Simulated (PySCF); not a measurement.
C (carbon, neutral) across methods

[He] 2s1 2p2 3s1, high-spin 5P determinant (an excited configuration). Computed with PySCF 2.14 in aug-cc-pwCVQZ (9s8p6d4f2g, 109 functions), with no relativity, point nucleus.

| method | E (hartree) | mean ε 2s α (eV) | mean ε 2p α (eV) | mean ε 3s α (eV) | Σ⟨r²⟩ (bohr²) | ⟨S²⟩ |
| --- | --- | --- | --- | --- | --- | --- |
| LDA | -37.0007 | -21.115 | -12.627 | -1.995 | 34.65 | 6.000 |
| r2SCAN0 | -37.3781 | -24.409 | -14.984 | -2.378 | 35.00 | 6.000 |
| PBE | -37.3337 | -21.308 | -12.682 | -1.990 | 35.02 | 6.000 |
| UHF | -37.28847 | -30.780 | -19.875 | -3.432 | 35.13 | 6.000 |
| PBE0 | -37.3445 | -23.774 | -14.568 | -2.427 | 35.10 | 6.000 |
| r2SCAN | -37.3789 | -22.271 | -13.301 | -1.971 | 35.14 | 6.000 |
| TPSSh | -37.3877 | -22.636 | -13.562 | -2.128 | 35.37 | 6.000 |

Problem. Estimate the same row for CAM-B3LYP.

Solution. E (hartree) = -37.3517; mean ε 2s α (eV) = -25.081; mean ε 2p α (eV) = -15.896; mean ε 3s α (eV) = -2.951; Σ⟨r²⟩ (bohr²) = 34.84; ⟨S²⟩ = 6.000.

The outer electron is Rydberg-like, and this basis confines it to a smaller radius and binds it less than a complete one would.
